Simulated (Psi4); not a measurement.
Complex: COS (SMILES O=C=S) (first 3 atoms) with H2 (SMILES [H][H]); geometry from B3LYP-D3(BJ)/def2-TZVP, rigid monomers moved along the line of their centres of mass till C2···H4 is 3.65 Å.
(charge 0, multiplicity 1):
```xyz
5

O      1.4289     0.6052     0.1111
C      0.3890     0.1732    -0.1469
S     -1.0172    -0.4111    -0.4946
H      0.5012     0.2041     3.4963
H     -0.1837    -0.0817     3.4404
```

Method: SAPT0/jun-cc-pV(D+d)Z run with Psi4 1.11.

Problem. Which attractive term is largest, and how does the interaction split up?

Solution. electrostatics -0.16, exchange 0.16, induction -0.01, dispersion -0.19, total -0.21 kcal/mol; the largest attraction is dispersion.
